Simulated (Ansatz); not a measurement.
Geometry optimisation, RKS B3LYP/6-31G* in Ansatz 0.2.0.

Input file:

```yaml
crystal:
  periodic: [false, false, false]
  atoms:
    - { symbol: Al, position_ang: [0.0, 0.0, 0.0] }
    - { symbol: "N", position_ang: [0.0, 0.0, 2.27] }
    - { symbol: H, position_ang: [-0.877, -0.2713, 2.8] }
    - { symbol: H, position_ang: [0.877, 0.2713, 2.8] }
    - { symbol: Cl, position_ang: [1.9312, 0.0, -1.115] }
    - { symbol: O, position_ang: [-1.5415, 0.0, -0.89] }
    - { symbol: Si, position_ang: [-2.6907, -1.2238, -0.8267] }
    - { symbol: H, position_ang: [-2.2881, -2.2198, 0.162] }
    - { symbol: H, position_ang: [-3.9833, -0.6595, -0.4496] }
    - { symbol: H, position_ang: [-2.8007, -1.8572, -2.1376] }
    - { symbol: P, position_ang: [0.96, -2.2523, 0.8135] }
    - { symbol: H, position_ang: [0.0675, -3.3009, 0.4668] }
    - { symbol: H, position_ang: [2.2193, -2.4807, 0.1984] }
    - { symbol: H, position_ang: [0.5049, -1.1846, 2.0273] }
basis:
  gaussian: { orbitals: "6-31G*" }
hamiltonian:
  xc: b3lyp
relax:
  f_tol: 0.15
  max_steps: 25
  restrain:
    - { distance: [0, 10], at: 3.48, k: 30.0 }
    - { distance: [13, 1], at: 2.26, k: 30.0 }
    - { distance: [0, 1], at: 1.92, k: 30.0 }
    - { distance: [13, 10], at: 1.42, k: 30.0 }
output:
  orbitals: {}
```

Command:

```bash
$ ansatz run input.yaml --threads 4 --pin off --max-ram 5120MiB --backend cpu --events-out ev --progress --plain --runs-dir out
```

Question: Where does it end, and by what steps?

Answer: It converged. The restraints hold the end off the free minimum; the threshold counts their pulls, which the force column leaves out. Restrained pairs: Al1–P11 (2.58 → 3.48 Å), N2–H14 (1.31 → 2.27 Å), Al1–N2 (2.27 → 1.86 Å), P11–H14 (1.68 → 1.43 Å). After 14 steps the energy has fallen by 2.449 eV (the restraints' own energy left out); P11 moved furthest, 0.97 Å.

| step | energy less start (eV) | largest force component (eV/Å) | accepted |
| --- | --- | --- | --- |
| 0 | 0.0000 | 2.425 | yes |
| 1 | 0.6696 | 2.403 | yes |
| 2 | 0.5650 | 2.135 | yes |
| 3 | -0.3906 | 2.193 | yes |
| 4 | -1.5629 | 1.605 | yes |
| 5 | -2.0902 | 1.284 | yes |
| 6 | -2.2604 | 1.429 | yes |
| 7 | -2.3673 | 1.656 | yes |
| 8 | -2.4157 | 1.751 | yes |
| 9 | -2.4129 | 1.631 | no |
| 10 | -2.4317 | 1.737 | yes |
| 11 | -2.4430 | 1.738 | yes |
| 12 | -2.4419 | 1.625 | yes |
| 13 | -2.4465 | 1.582 | yes |
| 14 | -2.4493 | 1.608 | yes |

```xyz
14
Properties=species:S:1:pos:R:3
Al 0.024 0.026 0.282
N 0.090 0.231 2.134
H -0.764 0.257 2.681
H 0.791 0.841 2.552
Cl 1.700 0.639 -0.835
O -1.351 -0.561 -0.508
Si -2.773 -1.318 -0.848
H -2.918 -2.542 -0.008
H -3.918 -0.418 -0.540
H -2.819 -1.708 -2.281
P 1.280 -3.096 1.179
H 0.118 -3.211 0.363
H 2.039 -2.452 0.162
H 0.879 -1.868 1.785
```

Time of the run: 54 s on 4 threads of Arm Neoverse V1 (shared host), peak memory 0.34 GiB.
